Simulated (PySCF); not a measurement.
PySCF 2.14 output of an unrestricted PBE0 calculation on a single atom or ion in aug-cc-pV(Q+d)Z, with the non-relativistic Hamiltonian (point nucleus):

```
SCF conv_tol = 1e-09
number electrons alpha = 7  beta = 5
    C. Adamo and V. Barone.,  J. Chem. Phys. 110, 6158 (1999)
    M. Ernzerhof and G. E. Scuseria.,  J. Chem. Phys. 110, 5029 (1999)
cycle= 1 E= -287.07240655179  delta_E= -0.00442  |g|= 0.0181  |ddm|= 1.21
cycle= 2 E= -287.072467431254  delta_E= -6.09e-05  |g|= 0.00424  |ddm|= 0.256
cycle= 3 E= -287.072470197462  delta_E= -2.77e-06  |g|= 0.000275  |ddm|= 0.0476
cycle= 4 E= -287.072470241519  delta_E= -4.41e-08  |g|= 9.18e-06  |ddm|= 0.00208
cycle= 5 E= -287.072470241606  delta_E= -8.74e-11  |g|= 1.1e-06  |ddm|= 9.32e-05
converged SCF energy = -287.072470241606  <S^2> = 2.0000269  2S+1 = 3.0000179
```

The run itself started from symmetry-adapted Hartree-Fock orbitals and held the occupation by maximum overlap, on a logarithmic radial grid, so the iterations belong to that start.

Task: Which element, charge and spin multiplicity is this?

Result: Si²⁺ (silicon, charge +2), multiplicity 3; the state was [Ne] 3d2, high-spin 3F determinant (an excited configuration).

The outer electron is Rydberg-like, and this basis confines it to a smaller radius and binds it less than a complete one would.
